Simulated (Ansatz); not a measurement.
`[OH][GeH]([OH])[SiH3]` + SiH₄ → `[OH][GeH]([SiH3])[SiH3]` + H₂O at 600 K and 1 bar (formal exchange of groups at a Ge–O bond).

Calculated with Ansatz (gas phase, PBE0-D4/def2-TZVP geometries, no zero-point term in ΔE). CCSD(T)/CBS is the MP2 limit (def2-TZVPP, def2-QZVPP) plus CCSD(T) − MP2 in def2-TZVPP, frozen cores. This one scheme is used for every species. For Ge outer-core shells are correlated without core-valence functions, which leaves a few kJ/mol of doubt a bond. Scalar relativity is left out up to krypton. One conformer a species, not always the lowest.

```tsv
species	CCSD(T)/CBS energy (Eh)	H − E (kJ/mol)	S (J/(mol·K))
`[OH][GeH]([OH])[SiH3]`	-2519.19290	225.8	472.2
SiH₄	-291.46306	108.7	242.3
`[OH][GeH]([SiH3])[SiH3]`	-2734.26948	265.6	519.3
H₂O	-76.37941	76.8	212.8
```

H − E and S are ideal-gas, rigid-rotor, harmonic terms from PBE0-D4/def2-TZVP, for one conformer and one mirror image of each species. 1 Eh = 2625.50 kJ/mol, R = 8.31446 J/(mol·K).

**Question.** By hand: ΔE, ΔH, ΔS and ΔG.

**Answer.** ΔE = (-2734.26948) + (-76.37941) − (-2519.19290) − (-291.46306) = 0.00707 Eh = 18.6 kJ/mol. Δ(H − E) = 265.6 + 76.8 − 225.8 − 108.7 = 7.9, so ΔH = 26.5 kJ/mol. ΔS = 519.3 + 212.8 − 472.2 − 242.3 = 17.6 J/(mol·K). ΔG = 26.5 − 600 × (17.6)/1000 = 15.9 kJ/mol.

**Question.** By hand: the equilibrium constant, and the temperature at which ΔG would vanish if ΔH and ΔS stayed fixed.

**Answer.** log₁₀ K = −ΔG/(RT ln 10) = -1.4. ΔG = 0 at ΔH/ΔS = 1506 K, though so small a ΔS makes that figure unsure.

TΔS isn't small against ΔH here. A doubt of 5 kJ/mol in ΔE shifts log₁₀ K by 0.4 here. Other conformers and mirror images would add mixing entropy, several J/(mol·K) or more a flexible species. These are equilibria of isolated gas molecules and say nothing of rates. Largest T1 diagnostic: 0.013 (customary marks: 0.02 for closed shells, 0.045 for open ones).
